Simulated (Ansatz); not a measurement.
Gas-phase reaction R1 + R2 → P1, each structure at its B3LYP-D3(BJ)/def2-TZVP stationary point, reached from a drawn start (curvature not checked).
R1: H3O3Si (SMILES O[Si](O)O), charge 0, multiplicity 2.
P1: H3O4Si (SMILES [O][Si](O)(O)O), charge 0, multiplicity 2.
R2: O atom, charge 0, multiplicity 3.

P less R. No zero-point or thermal terms; open shells are unrestricted; no spin–orbit coupling. One arrangement of each flexible species, with no search for the lowest.

Cores are frozen in the correlated methods.

Codes used: Ansatz (Gaussian orbitals). No computed number here is a measurement.

Total energies in hartree:

```
structure  PBE/def2-TZVPP  CCSD(T)/cc-pV(T+d)Z
---------  --------------  -------------------
R1            -516.802225          -516.358032
P1            -592.006149          -591.518166
R2             -75.009672           -74.973962
```

Work out the reaction energy at each level in eV (1 hartree = 27.21139 eV), and say how far PBE/def2-TZVPP lies from CCSD(T)/cc-pV(T+d)Z.


- PBE/def2-TZVPP: (-592.006149) − (-516.802225) − (-75.009672) = -0.194252 hartree = -5.286 eV
- CCSD(T)/cc-pV(T+d)Z: (-591.518166) − (-516.358032) − (-74.973962) = -0.186172 hartree = -5.066 eV
PBE/def2-TZVPP less CCSD(T)/cc-pV(T+d)Z: -0.220 eV. CCSD(T)/cc-pV(T+d)Z is the level counted from, the highest shown, and no exact or measured value.

Ansatz is a quantum-chemistry and plane-wave program.
